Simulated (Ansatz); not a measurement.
## Molecular dynamics of Pd₁₂CO

Input file:

```yaml
accuracy: low
crystal:
  lattice:
    - [5.501291, 0.0, 0.0]
    - [2.750645, 4.764258, 0.0]
    - [0.0, 0.0, 17.491785]
  atoms:
    - { symbol: Pd, position: [0.1666667, 0.1666667, 0.0571697] }
    - { symbol: Pd, position: [0.6666667, 0.1666667, 0.0571697] }
    - { symbol: Pd, position: [0.1666667, 0.6666667, 0.0571697] }
    - { symbol: Pd, position: [0.6666667, 0.6666667, 0.0571697] }
    - { symbol: Pd, position: [-0.19078117, 0.35919392, 0.18444327] }
    - { symbol: Pd, position: [0.30360323, 0.36735982, 0.18844008] }
    - { symbol: Pd, position: [-0.20403909, 0.86974577, 0.18129109] }
    - { symbol: Pd, position: [0.3129252, 0.86544788, 0.18077151] }
    - { symbol: Pd, position: [-0.00535765, -0.00905544, 0.30791403] }
    - { symbol: Pd, position: [0.49161051, -0.01886795, 0.31056377] }
    - { symbol: Pd, position: [0.0035982, 0.46706988, 0.31602435] }
    - { symbol: Pd, position: [0.49676541, 0.47869439, 0.31395675] }
    - { symbol: C, position: [0.87796679, 0.27302396, 0.39002211] }
    - { symbol: O, position: [0.88304096, 0.27911541, 0.45741647] }
basis:
  ecutwfc: 420.0
kpoints:
  mp_grid: { grid: [2, 2, 1] }
hamiltonian:
  xc: lda
scf:
  occupations: { method: fermi_dirac, width: 0.1 }
  lower_state_search: "off"
md:
  timestep: 1
  n_steps: 300
  ensemble: nvt_langevin
  temperature: 750.0
  initial_velocities: maxwell_boltzmann
  seed: 673565
  friction: 0.02
  constraints: [{ sites: [0, 1, 2, 3] }]
```

Command:

```bash
$ ansatz run input.yaml --threads 2 --pin off --max-ram 5120MiB --backend cpu --events-out ev --progress --plain --runs-dir out
```

It goes on from the last frame of an earlier run, with new velocities.

Output, in part (step lines):

```
md step     0: t =     0.00 fs  T =   750.0 K  F+E_penalty+E_count = -82928.27172350 eV  E_kin = 0.969450 eV  (14 SCF iters)
md step     1: t =     1.00 fs  T =   731.8 K  F+E_penalty+E_count = -82928.24099360 eV  E_kin = 0.945924 eV  (10 SCF iters)
md step     2: t =     2.00 fs  T =   597.3 K  F+E_penalty+E_count = -82928.21369559 eV  E_kin = 0.772040 eV  (10 SCF iters)
md step     3: t =     3.00 fs  T =   561.5 K  F+E_penalty+E_count = -82928.20252054 eV  E_kin = 0.725751 eV  (10 SCF iters)
md step     4: t =     4.00 fs  T =   513.2 K  F+E_penalty+E_count = -82928.20705968 eV  E_kin = 0.663391 eV  (10 SCF iters)
md step     5: t =     5.00 fs  T =   447.8 K  F+E_penalty+E_count = -82928.21347227 eV  E_kin = 0.578817 eV  (7 SCF iters)
md step     6: t =     6.00 fs  T =   490.1 K  F+E_penalty+E_count = -82928.21566396 eV  E_kin = 0.633471 eV  (7 SCF iters)
md step     7: t =     7.00 fs  T =   501.3 K  F+E_penalty+E_count = -82928.21178612 eV  E_kin = 0.648043 eV  (7 SCF iters)
[... lines left out ...]
md step   299: t =   299.00 fs  T =   593.7 K  F+E_penalty+E_count = -82927.65339131 eV  E_kin = 0.767378 eV  (7 SCF iters)
md step   300: t =   300.00 fs  T =   621.1 K  F+E_penalty+E_count = -82927.65547788 eV  E_kin = 0.802819 eV  (10 SCF iters)
```

The steps, from the saved trajectory:

```csv
time (fs),T (K),potential energy less start (eV)
0.0,750,0.000
10.0,477,0.111
20.0,631,0.212
30.0,608,0.297
40.0,452,0.482
50.0,254,0.582
60.0,444,0.599
70.0,400,0.557
80.0,702,0.480
90.0,834,0.429
100.0,992,0.380
110.0,716,0.482
120.0,624,0.618
130.0,582,0.699
140.0,406,0.705
150.0,512,0.598
160.0,707,0.441
170.0,842,0.282
180.0,852,0.267
190.0,859,0.410
200.0,669,0.716
210.0,597,0.817
220.0,757,0.814
230.0,625,0.658
240.0,566,0.608
250.0,487,0.602
260.0,692,0.605
270.0,620,0.666
280.0,649,0.618
290.0,429,0.628
300.0,621,0.616
```

All steps were run. The mean temperature of the second half is 12 % below the set value. A run of 0.3 ps of so small a system gives no equilibrium averages. Limits of this set-up: coarse k mesh, thin slab, slab without dipole correction, no dispersion correction for a molecule that may bind weakly, low accuracy level.

Mean squared displacements from the first frame to the last: Pd 0.06 Å², C 0.16 Å², O 0.16 Å².

Last frame:

```xyz
14
Lattice="5.5013 0.0000 0.0000 2.7506 4.7643 0.0000 0.0000 0.0000 17.4918" Properties=species:S:1:pos:R:3
Pd 1.375 0.794 1.000
Pd 4.126 0.794 1.000
Pd 2.751 3.176 1.000
Pd 5.501 3.176 1.000
Pd 0.005 1.317 3.216
Pd 2.655 1.462 3.227
Pd 1.289 3.880 3.275
Pd 4.234 3.673 3.119
Pd -0.264 -0.031 5.467
Pd 2.698 -0.013 5.578
Pd 1.199 2.473 5.542
Pd 4.030 2.426 5.588
C 5.974 1.216 6.838
O 5.964 1.110 7.994
```

Time of the run: 26 min on 2 threads of Intel(R) Xeon(R) Platinum 8375C CPU @ 2.90GHz (Ice Lake), on a shared host, peak memory 1.2 GiB.
